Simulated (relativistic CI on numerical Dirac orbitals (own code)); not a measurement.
Rh6+: 3d photoemission

Computed with this model: Dirac-Coulomb-Breit CI, separate exchange-only KLI orbitals for each configuration, a model potential for QED, multiplet model of photoemission in the sudden approximation, unscaled Slater integrals; configurations [Kr] 4d3 → [Ar] 3d9 4s2 4p6 4d3; 300 K; Lorentzian 0.42 eV and Gaussian 0.5 eV FWHM. Energies are those of the free ion, without screening or charge transfer. The energies are binding energies and can lie tens of eV above those of solids. S is read from ⟨S²⟩ = S(S + 1).

Field parameters in Wybourne normalisation: Oh B⁴₀ = 21Dq, B⁴₄ = √(5/14) B⁴₀. The field is a parameter set, without covalency.

Computed curve for Oh, 10Dq = 23500 cm⁻¹, scaled to 100 at the maximum (points under 2 are left out and the grid is thinned):

Energy (eV), Intensity and a bar:
```
    413.1        2.0 
    413.4        2.6 
    413.8        3.9 #
    414.1        5.8 #
    414.5       12.4 ###
    414.8       29.4 ########
    415.2       81.8 ########################
    415.5      100.0 ##############################
    415.9       90.9 ###########################
    416.2       78.8 ########################
    416.6       40.9 ############
    416.9       18.2 #####
    417.3        9.7 ##
    417.6       10.0 ##
    417.9       11.0 ###
    418.3        9.9 ##
    418.6        8.6 ##
    419.0        9.6 ##
    419.3       13.7 ####
    419.7       27.5 ########
    420.0       43.7 #############
    420.4       58.8 #################
    420.7       57.7 #################
    421.1       42.7 ############
    421.4       26.5 #######
    421.8       13.3 ###
    422.1       11.1 ###
    422.4        9.2 ##
    422.8        5.5 #
    423.1        4.5 #
    423.5        3.5 
    423.8        2.6 
    424.2        2.1 
    424.5        2.2 
    434.7        2.1 
    435.0        3.7 #
    435.4        4.6 #
    435.7        4.4 #
    436.1        3.9 #
    436.4        2.2
```

The ground state has S = 1.50, and the centroid lies at 418.35 eV.
